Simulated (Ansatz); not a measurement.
```yaml
crystal:
  periodic: [false, false, false]
  atoms:
    - {symbol: C, position_ang: [0.415055, 0.468665, -1.437688]}
    - {symbol: C, position_ang: [0.488093, -0.368993, -0.165559]}
    - {symbol: C, position_ang: [1.932142, -0.569329, 0.268357]}
    - {symbol: N, position_ang: [-0.278437, 0.174934, 0.947155]}
    - {symbol: Sn, position_ang: [-2.303313, 0.109934, 0.923426]}
    - {symbol: H, position_ang: [0.835023, 1.464080, -1.260019]}
    - {symbol: H, position_ang: [-0.618265, 0.597272, -1.770496]}
    - {symbol: H, position_ang: [0.977455, 0.008087, -2.254819]}
    - {symbol: H, position_ang: [0.065433, -1.358581, -0.386060]}
    - {symbol: H, position_ang: [2.392380, 0.394932, 0.509286]}
    - {symbol: H, position_ang: [2.525775, -1.031613, -0.524486]}
    - {symbol: H, position_ang: [1.980222, -1.198572, 1.158243]}
    - {symbol: H, position_ang: [0.088916, 1.077203, 1.226013]}
    - {symbol: H, position_ang: [-2.696592, -1.541570, 0.755356]}
    - {symbol: H, position_ang: [-3.018793, 0.996089, -0.363151]}
    - {symbol: H, position_ang: [-2.807995, 0.754866, 2.418643]}
basis:
  gaussian: {orbitals: STO-3G, final_grid: {core_spheres: 1, valence_spheres: 1, degree: 1}}
hamiltonian: {xc: {name: wB97M-V}}
scf: {lower_state_search: off}
output: {forces: true}
```

```sh
$ ansatz run in.yaml --threads 4 --pin off --events-out ev --progress --plain --max-ram 11315MiB
```

It prints (some lines left out):

```
Functional definition: wB97M-V
807 factors; integrals over basis functions are off by at most 3.1e-5 eV
242 factors; integrals over basis functions are off by at most 1.8e-6 eV
mean field evaluation 1: about -167048.5154 eV, gradient 1.9e1 eV
mean field evaluation 2: about -167049.3489 eV, gradient 1.2e1 eV
mean field evaluation 4: about -167049.7279 eV, gradient 2.6e-1 eV
mean field evaluation 16: about -167029.9420 eV, gradient 2.4e-6 eV
mean field -167029.94204512 eV, -6138.2371531969 hartree, gradient 2.4e-6 eV, S^2 0.000000; 0 other end points of the search recorded, 0 dependent functions left out
reference -167029.94204659 eV, -6138.2371532513 hartree; 43, 43 occupied and 15, 15 virtual orbitals, 807 factors
Total energy: -167029.94204659 eV, -6138.2371532513 hartree
Atom 0 at     0.415055     0.468665    -1.437688 Å, force    -2.258196    -4.480708     2.781974 eV/Å
Atom 1 at     0.488093    -0.368993    -0.165559 Å, force     8.622879     5.808128     2.825831 eV/Å
Atom 2 at     1.932142    -0.569329     0.268357 Å, force    -2.991954    -1.244279    -2.819128 eV/Å
Atom 3 at    -0.278437     0.174934     0.947155 Å, force   -15.143373   -10.373428   -18.990825 eV/Å
Atom 4 at    -2.303313     0.109934     0.923426 Å, force    18.193076    13.472472    15.454004 eV/Å
Atom 5 at     0.835023     1.464080    -1.260019 Å, force     0.067401     0.216287     1.098526 eV/Å
Atom 6 at    -0.618265     0.597272    -1.770496 Å, force     3.348951    -0.177064     2.243881 eV/Å
Atom 7 at     0.977455     0.008087    -2.254819 Å, force     0.037489     1.751599     2.454742 eV/Å
Atom 8 at     0.065433    -1.358581    -0.386060 Å, force     0.562512    -0.233875    -0.333578 eV/Å
Atom 9 at     2.392380     0.394932     0.509286 Å, force    -0.755046     0.395614     0.812253 eV/Å
Atom 10 at     2.525775    -1.031613    -0.524486 Å, force    -0.194023     1.688802     2.790984 eV/Å
Atom 11 at     1.980222    -1.198572     1.158243 Å, force    -0.000376     0.705262    -0.267944 eV/Å
Atom 12 at     0.088916     1.077203     1.226013 Å, force    -1.937692    -0.255898    -1.016637 eV/Å
Atom 13 at    -2.696592    -1.541570     0.755356 Å, force    -3.220528   -13.433975     3.432264 eV/Å
Atom 14 at    -3.018793     0.996089    -0.363151 Å, force    -6.012284     8.146052    -5.324790 eV/Å
Atom 15 at    -2.807995     0.754866     2.418643 Å, force     1.681163    -1.984991    -5.141555 eV/Å
Dipole moment:    -0.206130     0.054608    -0.190933 e Å
Checks for a lower state left out: stability, starts, cluster_reference, orbital_swaps, neighbouring_geometries, increment
```

In this input the integration grid is far too coarse. Self-consistency was reached. The result belongs to that input, not to the molecule as meant.
